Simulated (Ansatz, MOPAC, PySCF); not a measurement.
Molecule: Cs2, charge 0, multiplicity 1. SMILES: [Cs][Cs]
Geometry from a B3LYP-D3(BJ)/def2-TZVP (Ansatz, an electronic-structure program) optimisation:
```xyz
2

Cs     0.0000     0.0000    -2.3693
Cs     0.0000     0.0000     2.3693
```

Wanted: vertical ionisation energy to the doublet, in eV. Conventions: LANL2DZ with its own core potentials from Na on; UHF or UKS for open shells; STO-3G and 3-21G all-electron and non-relativistic; frozen cores in correlated levels (noble-gas shells and the d and f shells of earlier blocks; the outer core of K, Ca and congeners matters and is frozen too); each state is the SCF solution reached for its charge and spin; def2 sets with scalar-relativistic core potentials past Kr; no spin-orbit coupling. First-principles rows: single points at B3LYP-D3(BJ) geometries (Ansatz). Semi-empirical rows: differences of heats of formation at the shared geometry for vertical values. The Hartree-Fock reference of [Cs][Cs] is unstable towards a lower, spin-broken solution.

```json
[
 {"level": "PM3", "program": "MOPAC", "vertical ionisation energy to the doublet (eV)": "2.76"},
 {"level": "PM6", "program": "MOPAC", "vertical ionisation energy to the doublet (eV)": "1.71"},
 {"level": "HF/LANL2DZ", "program": "Ansatz", "vertical ionisation energy to the doublet (eV)": "2.83"},
 {"level": "B3LYP/3-21G", "program": "Ansatz", "vertical ionisation energy to the doublet (eV)": "3.79"},
 {"level": "M06-2X/LANL2DZ", "program": "PySCF", "vertical ionisation energy to the doublet (eV)": "3.90"},
 {"level": "MP2/LANL2DZ", "program": "Ansatz", "vertical ionisation energy to the doublet (eV)": "3.09"},
 {"level": "M06-2X/def2-TZVPD", "program": "PySCF", "vertical ionisation energy to the doublet (eV)": "3.84"}
]
```

No value to compare with is used here. The 6 habitual levels span 1.71 (PM6) to 3.90 eV (M06-2X/LANL2DZ); M06-2X/def2-TZVPD gives 3.84.

The levels are drawn from those run, B3LYP/6-31G* more often than the rest, none by its result; left out are runs that failed, that the program found above a lower state of the same kind, or whose <S^2> lies over 0.5 above the pure value.
